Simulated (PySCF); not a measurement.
FeF₂, SMILES [F][Fe][F] (connectivity only; charge and spin as stated), neutral, multiplicity 5.

Geometry optimised at PBE0-D3(BJ)/def2-TZVP. The spin state was assumed, not searched.

All values below come from PBE0-D3(BJ)/def2-TZVP (PySCF 2.14.0).

Frequencies are harmonic and unscaled.

Modes within 1.5 cm⁻¹ of each other (mostly degenerate sets) share a row, with their intensities summed.

| mode | ν (cm⁻¹) | IR (km/mol) | moving atoms (share of kinetic energy) |
|---|---|---|---|
| 1–2 | 147 | 88.8 | F 60 %, Fe 40 % |
| 3 | 608 | 0.0 | F 100 % |
| 4 | 758 | 229.7 | F 60 %, Fe 40 % |
